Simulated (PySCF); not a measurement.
Vertical excitations of a molecule C₂H₄F₂Si₂ from PySCF 2.14.0 with TDDFT-PBE/def2-SVPD, as energy in eV (oscillator strength): 5.27 (0.000), 5.44 (0.002), 5.45 (0.002), 6.73 (0.001), 6.78 (0.581), 6.89 (0.000), 6.90 (0.233), 7.03 (0.023), 7.04 (0.009), 7.16 (0.000). Lowest triplet (TDA): 4.34 eV. Geometry optimised at PBE-D3(BJ)/def2-SVP. One conformer was computed; it need not be the lowest.

### Question
Which molecule gave these data?
A) FC1=C[Si@@H](F)[SiH2]1
B) F[SiH](F)C#C[SiH3]
C) F[Si@H]1C=C[Si@@H]1F
D) C#C[Si](F)(F)[SiH3]

### Answer
B, F[SiH](F)C#C[SiH3]
